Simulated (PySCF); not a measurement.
# C3H10NSi: g tensor and hyperfine couplings

C3H10NSi (doublet state).
Atom-mapped SMILES: `[CH3:1][CH:2]([CH3:3])[N:4][SiH3:5]` (hydrogens: H6, H7, H8 on C1; H9 on C2; H10, H11, H12 on C3; H13, H14, H15 on Si5)

Structure used (GFN2-xTB), in Å, numbered top down from 1:
```
atom  x, y, z in Å
C1    -0.6991   -1.2461   -0.2047
C2    -0.6115    0.0081    0.6697
C3    -1.4969    1.1381    0.1018
N4     0.6655    0.4976    0.9034
Si5    2.2424    0.0995    0.4872
H6    -0.0982   -2.0438    0.2244
H7    -1.7301   -1.5824   -0.2837
H8    -0.3194   -1.0254   -1.1995
H9    -1.0311   -0.2356    1.6647
H10   -2.5310    0.8102    0.0393
H11   -1.1445    1.4069   -0.8906
H12   -1.4334    2.0130    0.7417
H13    2.6893    1.2064   -0.3739
H14    2.9710    0.1317    1.7606
H15    2.5227   -1.1702   -0.2020
```

The hyperfine couplings belong to this conformer and change with its torsions.

Computed, not measured: UKS B3LYP, pcH-1 on C H N Si, non-relativistic, mean-field spin-orbit, GIAO in PySCF. Geometry: GFN2-xTB, one conformer, isolated molecule. Couplings are sensitive to structure, and on GFN2-xTB geometries they can be far from those on DFT ones. Stability of the SCF solution: not tested.

```
g1, g2, g3        : 2.00211, 2.00399, 2.01149
g_iso             : 2.00586
Form of g         : rhombic: the two nearest values differ by 20 % of g3 − g1
⟨S²⟩              : 0.7541 (exact 0.7500)
α and β electrons : 25, 24
Total energy      : -464.55674 Eh
```

Isotropic coupling and dipolar principal values T1 to T3, in MHz:

```csv
atom,isotope,a_iso,of which spin–orbit,T1,T2,T3,Mulliken spin population
C1,13C,-0.9,0.0,-1.1,-0.7,1.8,0.00
C2,13C,-31.8,0.1,-4.9,1.8,3.1,-0.06
C3,13C,58.7,0.0,-6.1,-5.7,11.8,0.05
N4,14N,29.4,0.2,-39.1,-37.6,76.7,0.87
Si5,29Si,49.7,-0.1,-3.3,0.1,3.2,-0.05
H6,1H,-0.8,0.0,-3.1,-2.8,5.9,0.00
H7,1H,-2.2,0.0,-1.9,-1.7,3.7,0.00
H8,1H,0.0,0.0,-3.0,-2.8,5.7,0.00
H9,1H,174.6,0.0,-7.3,-3.3,10.6,0.08
H10,1H,9.8,0.0,-3.9,-1.7,5.6,0.01
H11,1H,-3.7,0.0,-5.4,-2.1,7.6,0.00
H12,1H,-3.0,0.0,-5.0,-2.8,7.8,0.00
H13,1H,116.6,0.0,-4.4,-1.5,5.9,0.06
H14,1H,85.0,0.0,-4.3,-2.1,6.4,0.05
H15,1H,-5.8,0.0,-2.9,-2.7,5.6,0.00
```

The largest Mulliken spin populations are on N4 (+0.87), H9 (+0.08) and H13 (+0.06). No atom but N4 exceeds +0.15.

Axes: g3 points within 15° of the C2–N4 bond.

Under fast tumbling the dipolar parts average out, and these isotropic splittings remain: 1 × 1H (H9, I = 1/2, 2 lines) with 6.22 mT, 3 × 1H (H13/H14/H15, I = 1/2, 4 lines) with 2.32 mT and 1 × 14N (N4, I = 1, 3 lines) with 1.05 mT.

Nuclei that the bonding pattern makes equivalent are averaged, as if the motion that swaps them (rotation, inversion, ring flip) were fast. The three 1H nuclei of mean +65.3 MHz run from -5.8 to 116.6 MHz in the frozen geometry.

The 13C coupling of C2 (-31.8 MHz) shows only in satellite lines or after enrichment, since that isotope makes up about 1.07 % of natural carbon.

The 29Si coupling of Si5 (49.7 MHz) shows only in satellite lines or after enrichment, since that isotope makes up about 4.7 % of natural silicon.

Examples of negative spin density at the nucleus (bohr⁻³): Si5 (-0.0560) and C2 (-0.0284).
